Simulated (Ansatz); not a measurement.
The same molecule with X = B, Al, Ga, In. Ansatz, PBE0-D4/def2-TZVP geometries, multiplicity 1. Each molecule was computed in one conformer, which needn't be the lowest.

Elements past krypton have def2 core potentials. Scalar relativity is left out up to krypton.

```
 X                 molecule  mean X–C bond length / Å  mean X–N bond length / Å  LUMO energy (PBE0/def2-TZVPP) / eV  HOMO energy (PBE0/def2-TZVPP) / eV  HOMO energy (PBE/def2-TZVPP) / eV
 B                 `CB(N)N`                     1.582                     1.416                                0.87                               -6.75                              -5.35
Al  `[CH3][Al]([NH2])[NH2]`                     1.949                     1.773                                0.35                               -6.75                              -5.34
Ga  `[CH3][Ga]([NH2])[NH2]`                     1.957                     1.823                                0.44                               -6.57                              -5.17
```

Q: Give the row for X = In, `[CH3][In]([NH2])[NH2]`. (Estimate.)

A: Ansatz gave: 
```csv
X,molecule,mean X–C bond length / Å,mean X–N bond length / Å,LUMO energy (PBE0/def2-TZVPP) / eV,HOMO energy (PBE0/def2-TZVPP) / eV,HOMO energy (PBE/def2-TZVPP) / eV
In,`[CH3][In]([NH2])[NH2]`,2.139,2.025,-0.37,-6.46,-5.11
```

From B to In the mean X–C bond length rises at each step, by 0.557 Å in all; the mean X–N bond length rises at each step, by 0.609 Å in all; the LUMO energy (PBE0/def2-TZVPP) isn't monotonic: highest at B, lowest at In; the HOMO energy (PBE0/def2-TZVPP) isn't monotonic: highest at In, lowest at B; the HOMO energy (PBE/def2-TZVPP) rises at each step, by 0.24 eV in all. Bonds lengthen as the atom grows down the group.
